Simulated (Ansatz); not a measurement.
Coupled-cluster run, `N=C([SiH3])CN`.

```yaml
crystal:
  periodic: [false, false, false]
  atoms:
    - {symbol: N, position_ang: [-1.423158, 0.009900, 1.004689]}
    - {symbol: C, position_ang: [-0.335537, -0.252982, 0.407730]}
    - {symbol: Si, position_ang: [0.706624, -1.686367, 1.073726]}
    - {symbol: C, position_ang: [0.167766, 0.524511, -0.795825]}
    - {symbol: N, position_ang: [-0.636808, 1.697805, -1.056448]}
    - {symbol: H, position_ang: [-1.873448, 0.804646, 0.529676]}
    - {symbol: H, position_ang: [1.968201, -1.149740, 1.656020]}
    - {symbol: H, position_ang: [1.088809, -2.589575, -0.048275]}
    - {symbol: H, position_ang: [-0.056071, -2.433073, 2.098680]}
    - {symbol: H, position_ang: [1.238683, 0.734882, -0.650097]}
    - {symbol: H, position_ang: [0.116425, -0.145955, -1.661203]}
    - {symbol: H, position_ang: [-0.325960, 2.491633, -0.513005]}
    - {symbol: H, position_ang: [-0.615226, 1.959517, -2.030770]}
basis:
  gaussian: {orbitals: def2-SVP}
correlation: {method: ccsd_t}
```

```sh
$ ansatz run in.yaml --threads 4 --pin off --events-out ev --progress --plain --max-ram 10444MiB
```

Log, shortened:

```
Functional definition: HF
1157 factors; integrals over basis functions are off by at most 1.5e-3 eV
mean field evaluation 1: about -13002.0150 eV, gradient 3.7e1 eV
mean field evaluation 2: about -13002.0197 eV, gradient 3.7e1 eV
mean field evaluation 4: about -13005.7987 eV, gradient 4.6e0 eV
mean field evaluation 8: about -13005.8890 eV, gradient 2.1e-1 eV
mean field evaluation 16: about -13005.8739 eV, gradient 1.8e0 eV
mean field -13005.88925829 eV, -477.9576145336 hartree, gradient 2.2e-6 eV, S^2 0.000000; 0 other end points of the search recorded, 0 dependent functions left out
9 core orbitals not correlated: weight in the atoms' cores, before any rotation towards them, 1.000 or more for the frozen orbitals, at most 0.000 for the correlated occupied ones
reference -13005.88925829 eV, -477.9576145336 hartree; 15, 15 occupied and 90, 90 virtual orbitals, 1157 factors
second order -19.29134514 eV of doubles, -0.00000000 eV of singles
cycle   1  -20.18664328 eV  change   -9.0e-1 eV  update   1.0e-1
cycle   2  -20.78281755 eV  change   -6.0e-1 eV  update   3.2e-2
cycle   3  -20.89732600 eV  change   -1.1e-1 eV  update   1.4e-2
cycle   4  -20.89436751 eV  change    3.0e-3 eV  update   3.7e-3
cycle   5  -20.89542152 eV  change   -1.1e-3 eV  update   1.3e-3
cycle   6  -20.89536263 eV  change    5.9e-5 eV  update   3.5e-4
cycle   7  -20.89519196 eV  change    1.7e-4 eV  update   1.2e-4
cycle   8  -20.89518318 eV  change    8.8e-6 eV  update   4.2e-5
cycle   9  -20.89518160 eV  change    1.6e-6 eV  update   1.7e-5
perturbative correction -0.66951072 eV, -0.0246040651 hartree
Total energy: -13027.45395060 eV, -478.7501023593 hartree
```

Run time 3.2 s (4 threads of an Intel Xeon Platinum 8488C on a shared host); peak host memory 0.61 GiB.

The correlation energy is -21.565 eV, 3.1 % of it from (T); the T1 diagnostic reads 0.0111.
